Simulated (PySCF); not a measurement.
Si(H)(SiH3), SMILES [SiH3][SiH] (H4Si2), singlet at its PBE0/def2-SVP optimised geometry (Å):

```
6

Si    -1.1365     1.5424     0.0000
H     -0.3777     1.7366    -1.3200
Si    -0.3655    -0.7246     0.0000
H      1.1365    -0.7246     0.0000
H     -0.8252    -1.4046    -1.2575
H     -0.8278    -1.5424     1.1646
```

Computed with PBE0/def2-TZVP (PySCF 2.14.0).

Map of the log10 of the electron density (e/bohr³), floored at −4 on the plane z = 1.2 Å:

```
|       .......                 |
|     ...:::::...               |
|    ..::-----::..              |
|   ..:---===---:.              |
|   .:--=======--:.             |
|  .::-==+++++==-:.             |
|  .:-==++***++==-:.            |
|  .:-=++*****++=-:.            |
|  .:-=++******+=-:.            |
|  .:-=++**#***+=-:.            |
|  .:-=++******+=-::.           |
|  .:-==+******+==-:..          |
|  .::-=++*****++=--:..         |
|   .:--=+++**+++==--::.        |
|   ..:-==++***+++==--::.       |
|    .::-=++****+++==--:..      |
|    ..:-=++*****+++==--:.      |
|     .:-=+**##***+++==-:.      |
|     .:-=+*####**+++==-:.      |
|     .:=+*#%%%##*++==--:.      |
|     .:=+*#%@%%#*++==-::.      |
|     .:=+*#@@@%#*+==--:.       |
|     .:-+*#%%%#*+==-::..       |
|     .:-=+*###*+==-::..        |
|      .:-=++*++==-:..          |
|       .:-=====--:..           |
|       ..:-----::.             |
|         ..:::...              |
|            ..                 |
|                               |
|                               |
```
Scale: ten equal steps from -4.00 (start of ' ') to -0.503 (end of '@'), in the order ' .:-=+*#%@'; x runs from -4.00 to 4.00, y from -4.00 (bottom) to 4.00 (top).
